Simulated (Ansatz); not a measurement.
Isolated molecules relaxed with PBE0-D4/def2-TZVP in Ansatz; ΔE leaves out vibrations. CBS: MP2 limit from def2 TZ/QZ plus the TZ coupled-cluster correction, frozen cores. DFT in def2-TZVPP. B3LYP here is the variant with VWN-RPA as its local correlation; programs differ in this. HSE06 is defined as in plane-wave codes. def2 core potentials past Kr. For Sn outer-core shells are correlated without core-valence functions, which leaves a few kJ/mol of doubt a bond. One conformer a species, not always the lowest.

Consider the redistribution: `[BH2][SnH2][BH]F` + `CC(=O)O[SiH3]` → `[BH2][SnH2][SiH3]` + `CC(=O)OBF`.

| level | ΔE (kJ/mol) | difference from CCSD(T)/CBS |
| --- | --- | --- |
| B97M-V | -88.9 | -7.5 |
| B3LYP-D4 | -84.5 | -3.1 |
| r2SCAN0-D4 | -89.3 | -7.9 |
| HSE06-D4 | -91.2 | -9.8 |
| revPBE | -87.0 | -5.6 |
| PBE0 | -91.0 | -9.6 |
| CCSD(T)/def2-SVP | -106.5 | -25.1 |
| HF/def2-TZVPP | -84.1 | -2.7 |
| MP2/def2-QZVPP | -80.0 | 1.4 |
| HF/CBS(def2) | -83.0 | -1.6 |
| CCSD(T)/CBS | -81.4 | 0 |

**Question.** What do rigid-rotor, harmonic-oscillator terms from PBE0-D4/def2-TZVP frequencies (298.15 K, 1 bar) make of the CCSD(T)/CBS value? (Estimate.)

**Answer.** Computed: ΔZPE = +0.6 kJ/mol, ΔH = -80.5 kJ/mol, ΔS = -1 J/(mol·K), ΔG = -80.3 kJ/mol. Modes under 50 cm⁻¹ make the entropy rough.

Largest T1 diagnostic among the species: 0.015.

From r2SCAN to r2SCAN0 (25 % exact exchange), in def2-TZVPP and without D4, ΔE moves by −3.0 kJ/mol. Leaving LDA and LC-ωPBE aside and taking each functional with its dispersion term where it has one, the values, not all of them listed here, spread over 9.8 kJ/mol, from HSE06-D4 to BLYP-D4. LDA lies −4.8 kJ/mol from PBE without D4. At CCSD(T), def2-SVP lies −25.1 kJ/mol from the extrapolated value and def2-TZVPP −0.3 kJ/mol.
